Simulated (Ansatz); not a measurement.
A nudged elastic band was laid between two geometries of F2H5NSSi2 (11 atoms, charge 0, multiplicity 1).

All numbers below come from Ansatz, RKS PBE0-D4/6-31G*.

| Property | Result |
| --- | --- |
| movable images | 5 |
| climbing image | yes |
| spring | 5.0 eV/Å² |
| optimiser | quadratic models (default) |
| start path | through a guess of the saddle point |
| force threshold | 0.03 eV/Å |
| iteration limit | 60 |
| end points | relaxed |

Initial state:

```xyz
11
Properties=species:S:1:pos:R:3
N -1.345 -2.047 -0.063
Si -0.364 -0.827 0.566
F 0.245 -1.373 1.940
F -1.108 0.532 0.997
S 1.078 -0.312 -0.881
Si 1.226 1.815 -0.548
H -1.656 -2.039 -1.022
H -1.875 -2.672 0.527
H -0.014 2.510 -0.971
H 2.363 2.243 -1.401
H 1.516 2.113 0.877
```

Final state:

```xyz
11
Properties=species:S:1:pos:R:3
N -1.151 -2.165 0.047
Si -0.889 -0.513 0.268
F -0.065 -0.095 1.585
F -2.320 0.166 0.489
S 0.178 0.227 -1.390
Si 1.442 1.686 -0.427
H -0.441 -2.772 -0.334
H -1.893 -2.661 0.520
H 0.637 2.636 0.381
H 2.104 2.404 -1.546
H 2.464 1.031 0.428
```

(1) Which bonds break or form, and what moves?

(2) Give the energies along the band, and the barrier.

(3) What is the geometry of the highest image?

Results:

(1) No bond is made or broken. The height of N1 over the plane of its neighbours goes from -0.10 to 0.10 Å. The two ends are copies of one structure, up to a mirror image or an exchange of like atoms.

(2) The run converged. The highest image is number 3 of 0 to 6, 7.4 kJ/mol above the ends, which have the same energy within 2 meV. A vibrational analysis at the climbing image gives no mode beyond 40i cm⁻¹: the surface is too flat there to confirm a saddle point.

```tsv
image	path coordinate (Å)	energy (kJ/mol)	height of N1 over the plane of its neighbours (Å)
0	0.00	0.0	-0.10
1	0.82	2.5	-0.09
2	1.64	6.5	-0.12
3	2.46	7.4	-0.15
4	3.09	6.1	-0.11
5	3.71	1.5	0.07
6	4.34	0.0	0.10
```

(3) 
```xyz
11
Properties=species:S:1:pos:R:3:forces:R:3
N -1.183 -2.224 0.065 0.00 0.01 0.00
Si -0.683 -0.627 0.311 0.00 0.00 0.00
F -0.125 -0.482 1.804 0.00 0.00 0.00
F -1.854 0.467 0.253 0.00 0.00 0.00
S 0.786 -0.175 -1.132 0.00 0.00 0.00
Si 1.430 1.748 -0.399 0.00 0.00 0.00
H -1.306 -2.594 -0.866 0.00 0.00 0.00
H -1.741 -2.708 0.753 0.00 0.00 0.00
H 0.262 2.515 0.103 0.00 0.00 0.00
H 2.050 2.434 -1.559 0.00 0.00 0.00
H 2.429 1.588 0.688 0.00 0.00 0.00
```

Run time: 8 min on 2 threads of Arm Neoverse V1 (shared host), peak memory 0.28 GiB.
